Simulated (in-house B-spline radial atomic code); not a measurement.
Configurations of the copper ion Cu²⁺, with energies counted from [Ar] 3d9. Computed with a radial B-spline atomic code at the basis-set limit: non-relativistic PW91, spin-polarised, spherical fractional occupations, point nucleus. Shells without spins written out take the highest spin.

Occupations are held fixed; configurations that lie above the ionisation limit could autoionise.

```
                                              configuration  E - E(ref) (eV)  highest orbital  its <r> (bohr)
                                               [Ar] 3d8 4s1           8.7372            4s up           2.197
                                               [Ar] 3d8 4p1           16.139            4p up           2.581
                             [Ne] 3s2 3p(2 up, 3 down) 3d10           66.742            3d up          0.9157
[Ne] 3s2 3p(2 up, 3 down) 3d(4 up, 5 down) 4p(0 up, 1 down)           83.638          4p down           2.572
```

**Question.** Order these further configurations by energy, lowest first.
A. [Ne] 3s2 3p(2 up, 3 down) 3d(4 up, 5 down) 4d(0 up, 1 down)
B. [Ar] 3d(5 up, 3 down) 4d(1 up, 0 down)
C. [Ne] 3s2 3p5 3d9 4f1
D. [Ne] 3s2 3p5 3d9 4s1
E. [Ar] 3d8 4f1

**Answer.** B (25.419 eV), E (30.529 eV), D (76.202 eV), A (92.961 eV), C (98.1 eV).
